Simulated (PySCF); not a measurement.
BrHSeZn.

```xyz
4

Zn    -0.0081     0.0153     0.0000
Br     0.0038     2.2702     0.0000
Se    -0.0390    -2.2825     0.0000
H      1.4392    -2.3116     0.0000
```
Charge 0, spin multiplicity 1.

Geometry optimised at B3LYP-D3(BJ)/def2-SVP. The structure was generated by enumeration; whether it is a known compound was not checked. Other conformers were not sampled.

Method: PBE/pcSseg-1 in PySCF. Non-relativistic, no solvent.

Problem. Give the absolute GIAO shielding of each atom: isotropic value and principal components (ppm). (The exact figures need the calculation; the answer reports its results.)

Solution. 
| atom | σ(iso) | σ11 | σ22 | σ33 | span |
|---|---|---|---|---|---|
| Zn1 | 1604.3 | 1164.6 | 1173.1 | 2475.2 | 1310.7 |
| Br2 | 2658.4 | 2408.5 | 2447.2 | 3119.5 | 711.0 |
| Se3 | 2200.8 | 2080.9 | 2134.0 | 2387.6 | 306.7 |
| H4 | 31.1 | 20.5 | 26.7 | 46.1 | 25.5 |
